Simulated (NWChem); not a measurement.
## hydronium (H$_{3}$O (+1))

```xyz
4

O      0.0000     0.0774     0.0000
H     -0.4720    -0.2067     0.8177
H     -0.4720    -0.2067    -0.8177
H      0.9443    -0.2062     0.0000
```
Charge +1, spin multiplicity 1.

The numbers come from NWChem runs, not from measurements. All single points use one geometry, from B3LYP/def2-SVP, a minimum by its harmonic frequencies.

Symmetry labels belong to the abelian group Cs used in the runs, with the axes of the coordinates shown; states degenerate in a higher group split over its labels.

Question: List the lowest 3 singlet excitations that CIS/aug-cc-pVDZ gives, with oscillator strengths.

Answer: 
```json
[
 {"state": "1", "symmetry": "a'", "energy (eV)": "12.96", "wavelength (nm)": "96", "f": "0.048"},
 {"state": "2", "symmetry": "a\"", "energy (eV)": "15.02", "wavelength (nm)": "83", "f": "0.018"},
 {"state": "3", "symmetry": "a'", "energy (eV)": "15.02", "wavelength (nm)": "83", "f": "0.018"}
]
```
